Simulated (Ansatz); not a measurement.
`CC(C)[O][InH][NH2]` + `C[O][In]([OH])[SH]` → `C[O][In]([SH])[O]C(C)C` + `[NH2][InH][OH]`  (substitution at a C–O bond)

Isolated molecules relaxed with PBE0-D4/def2-TZVP in Ansatz; ΔE leaves out vibrations. CCSD(T)/CBS is the MP2 limit (def2-TZVPP, def2-QZVPP) plus CCSD(T) − MP2 in def2-TZVPP, frozen cores. DFT in def2-TZVPP. B3LYP here is the variant with VWN-RPA as its local correlation; programs differ in this. Elements past krypton have def2 core potentials. For In outer-core shells are correlated without core-valence functions, which leaves a few kJ/mol of doubt a bond. One conformer a species, not always the lowest.

| level | ΔE (kcal/mol) | difference from CCSD(T)/CBS |
| --- | --- | --- |
| r2SCAN-D4 | -1.4 | 0.1 |
| PBE0-D4 | -1.3 | 0.2 |
| B3LYP-D4 | -1.3 | 0.2 |
| B2PLYP | -0.5 | 1.0 |
| PBE | -0.6 | 0.9 |
| PBE0 | -0.5 | 1.0 |
| B3LYP | 0.1 | 1.6 |
| HF/def2-TZVPP | 0.8 | 2.3 |
| MP2/def2-TZVPP | -1.5 | 0.0 |
| SCS-MP2/def2-TZVPP | -1.0 | 0.5 |
| CCSD/def2-TZVPP | -1.0 | 0.5 |
| CCSD(T)/def2-TZVPP | -1.4 | 0.1 |
| HF/def2-QZVPP | 0.8 | 2.3 |
| MP2/def2-QZVPP | -1.6 | -0.1 |
| SCS-MP2/def2-QZVPP | -1.1 | 0.4 |
| MP2/CBS(def2) | -1.6 | -0.1 |
| CCSD(T)/CBS | -1.5 | 0 |

Largest T1 diagnostic among the species: 0.016.

The D4 term adds −1.4 kcal/mol with B3LYP and −0.8 kcal/mol with PBE0; it sums over pairs of atoms, weighted by their polarisabilities, and B3LYP, whose exchange is more repulsive, gets the larger term. In def2-TZVPP, CCSD(T) changes the Hartree–Fock value by −2.2 kcal/mol (the triples alone add −0.4 kcal/mol) and MP2 by −2.3 kcal/mol.
